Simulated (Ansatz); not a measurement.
Compare A (`C=N/C([SiH3])=C\Cl`) with its isomer B (`C[Si]1(Cl)CC1=N`).

Gas-phase electronic energies from Ansatz, PBE0-D4/def2-TZVP geometries. CBS: MP2 limit from def2 TZ/QZ plus the TZ coupled-cluster correction, frozen cores. DFT in def2-TZVPP. B3LYP here is the variant with VWN-RPA as its local correlation; programs differ in this. Each species was taken in one conformer, which may not be the lowest.

**Question.** Which is lower in electronic energy at CCSD(T)/CBS, and by how much? (Estimate.)

**Answer.** Ansatz gave: B, by 147.4 kJ/mol.

**Question.** Give E(B) − E(A) in kJ/mol with B3LYP-D4, B3LYP, ωB97M-V, B2PLYP, HF/def2-TZVPP, PBE0-D4, MP2/def2-TZVPP. (An estimate is asked.)

**Answer.** The calculation gave: B3LYP-D4 -135.1, B3LYP -138.3, ωB97M-V -157.1, B2PLYP -142.0, HF/def2-TZVPP -124.7, PBE0-D4 -160.0, MP2/def2-TZVPP -152.5. None reverses the order clearly.

Largest T1 diagnostic: 0.013.

The D4 term adds +3.2 kJ/mol with B3LYP and +1.7 kJ/mol with PBE0; it sums over pairs of atoms, weighted by their polarisabilities, and B3LYP, whose exchange is more repulsive, gets the larger term. In def2-TZVPP, CCSD(T) changes the Hartree–Fock value by −17.6 kJ/mol (the triples alone add +1.4 kJ/mol) and MP2 by −27.8 kJ/mol.
